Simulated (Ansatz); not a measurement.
PbF₂. Charge 0, multiplicity 1. Geometry PBE0-D4/def2-TZVP.

| atom | x (Å) | y (Å) | z (Å) |
| --- | --- | --- | --- |
| Pb1 | -0.888 | 0.179 | 0.030 |
| F2 | 0.487 | -0.137 | 1.501 |
| F3 | 0.402 | -0.042 | -1.531 |

In the def2 sets Pb takes a core potential; there is no spin–orbit coupling. The structure comes from a short search, and lower isomers may exist.

Task: Estimate the orbital energies around the gap (eV) in Ansatz with LDA (SPW92)/def2-TZVP, r2SCAN-D4/def2-TZVP, r2SCAN-D4/def2-TZVPD, PBE0-D4/def2-TZVPD, ωB97M-V/def2-TZVP.

Result: 
| orbital | LDA (SPW92)/def2-TZVP | r2SCAN-D4/def2-TZVP | r2SCAN-D4/def2-TZVPD | PBE0-D4/def2-TZVPD | ωB97M-V/def2-TZVP |
| --- | --- | --- | --- | --- | --- |
| HOMO−5 | -9.40 | -9.46 | -9.55 | -10.97 | -13.34 |
| HOMO−4 | -8.88 | -8.97 | -9.06 | -10.54 | -13.01 |
| HOMO−3 | -8.86 | -8.97 | -9.06 | -10.53 | -13.00 |
| HOMO−2 | -8.50 | -8.61 | -8.71 | -10.18 | -12.60 |
| HOMO−1 | -8.30 | -8.43 | -8.53 | -10.03 | -12.42 |
| HOMO | -7.89 | -7.93 | -8.02 | -9.11 | -11.22 |
| LUMO | -3.75 | -3.28 | -3.33 | -2.86 | -1.07 |
| LUMO+1 | -1.65 | -0.99 | -1.06 | -0.85 | 0.69 |
| LUMO+2 | -1.47 | -0.73 | -0.83 | -0.69 | 0.92 |
| LUMO+3 | 2.28 | 3.07 | 0.82 | 0.43 | 3.37 |
| LUMO+4 | 2.75 | 3.86 | 2.39 | 1.97 | 4.54 |
| LUMO+5 | 3.03 | 4.03 | 2.41 | 2.02 | 4.73 |
